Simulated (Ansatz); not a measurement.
Born–Oppenheimer molecular dynamics of a periodic cell of 17 atoms, Ba$_{16}$B (host Ba, host structure bcc, interstitial B). It goes on from the last frame of an earlier run, with new velocities.

Computed with DFT PBE-D3(BJ), scalar-relativistic, plane waves, PAW (Ansatz 0.2.0). Settings: accuracy low, cutoff 420 eV, k mesh 1x1x1, fermi-dirac smearing 0.15 eV, no spin polarisation.

```yaml
ensemble: NVT, Nosé–Hoover chain
time_step: 1 fs
steps_asked: 300
set_temperature: 1260 K
thermostat: time constant 100 fs, chain length 3
seed: 634921
```

First frame:

```xyz
17
Lattice="10.0400 0.0000 0.0000 0.0000 10.0400 0.0000 0.0000 0.0000 10.0400" Properties=species:S:1:pos:R:3
Ba -0.316 -0.244 0.151
Ba 4.992 0.054 0.114
Ba -0.297 5.110 0.172
Ba 0.093 0.110 4.625
Ba 2.436 2.511 2.266
Ba 5.083 4.699 -0.081
Ba 4.919 0.148 4.845
Ba 7.227 2.516 2.395
Ba -0.302 4.897 5.080
Ba 2.539 7.559 2.688
Ba 2.594 2.279 7.709
Ba 5.183 5.289 4.865
Ba 7.624 7.318 2.545
Ba 7.561 2.456 7.405
Ba 2.479 7.289 7.555
Ba 7.540 7.887 7.671
B 2.281 -0.684 5.642
```

Problem. What does the run give?

Solution. The run went to its last step.

* steps done: 300
* time covered: 300 fs
* mean temperature over the second half: 1196 K
* spread of the potential energy over the second half: 18.3 meV per atom
* mean potential energy of the second half above the start: 94.1 meV per atom

The conserved energy stayed within 0.012 meV per atom of its start (net change 0.005 meV per atom), so the integration is sound. A run of 0.3 ps of so small a system gives no equilibrium averages. Limits of this set-up: coarse k mesh, odd electron count without spin, a small cell, in which the defect meets its images, low accuracy level.

Problem. What happens to the structure?

Solution. Mean squared displacements from the first frame to the last, about the centre of mass: Ba 0.57 Å², B 6.25 Å². The details hang on the random start.

Problem. How do temperature and energy run in time?

Solution. 
```csv
time (fs),T (K),potential energy less start (eV),conserved less start (meV/atom)
0,1260,0.000,0.00
10,1245,0.030,0.00
20,1230,0.062,-0.01
30,1171,0.188,0.00
40,1088,0.363,0.00
50,1025,0.506,0.00
60,973,0.632,0.00
70,922,0.766,0.00
80,884,0.885,0.00
90,860,0.987,0.00
100,839,1.100,0.00
110,819,1.225,0.00
120,816,1.333,0.00
130,842,1.401,0.00
140,895,1.427,0.00
150,969,1.422,0.00
160,1056,1.392,0.00
170,1147,1.343,0.00
180,1232,1.289,0.00
190,1298,1.255,0.00
200,1321,1.286,0.00
210,1274,1.444,0.00
220,1180,1.683,0.01
230,1180,1.724,0.01
240,1287,1.542,-0.01
250,1346,1.460,-0.01
260,1304,1.580,0.00
270,1217,1.787,0.00
280,1111,2.034,0.00
290,1015,2.263,0.01
300,999,2.329,0.00
```

The run took 9.5 min on 2 threads of Intel(R) Xeon(R) Platinum 8488C (Sapphire Rapids), on a shared host, peak memory 0.91 GiB.
